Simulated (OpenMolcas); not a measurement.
V2+ (d3) in a complex was computed by CASSCF with the d shell active (OpenMolcas, ANO-RCC-VDZP on the metal). Its lowest spin-free states, and all those of the highest spin:

```csv
2S+1,Degeneracy,E (cm-1)
4,3,0.0
4,3,1161
4,1,2591
2,2,13574
2,3,13800
4,3,13895
2,3,13901
2,1,13945
2,3,17823
2,3,17855
2,2,18172
2,3,18322
```

Is the site octahedral, tetrahedral or cube-like, axial, or of lower symmetry?

The states with 2S+1 = 4 have orbital degeneracies 3, 3, 1, 3. Threefold states need a cubic site. For d3 at this spin an octahedron puts the single A2 below the threefold T2 and a tetrahedron or cube puts the threefold T1 below the threefold T2, so the site is a tetrahedron or a cube, which this pattern cannot tell apart. The run had V2+ with 4 ligands (sulfide) in tetrahedral coordination (Td) at 2.35 Å. A charge of +1.5 e stands 2.6 Å behind each ligand. Ligand basis ANO-RCC-VDZP.

An orbital triplet at a regular site is open to Jahn-Teller coupling, which can distort the site and quench the lowest spin-orbit gaps and is left out. Without dynamic correlation the repulsion within the d shell is too large (B by tens of per cent), so at a given field states of lower spin stand too high. The sulfide ions are held by bare point charges, a crude embedding. Ligand-to-metal charge-transfer states are missing. With no ligand orbital active B as a rule stays too high, so bands that hang on it stand too high and its fall with covalency is understated. With metal d orbitals alone and no dynamic correlation the field as a rule comes out too small, by tens of per cent, by up to half for chloride and softer ligands. The distance lies 4 % under the 2.44 Å that this model takes as the normal distance (a Shannon-type radius plus a fixed donor radius); by an R⁻⁵ law this alone changes a d-shell field by about +21 %. No measured value stands beside these numbers; the geometry is a model, was not optimised and need not be the one that this ion takes.
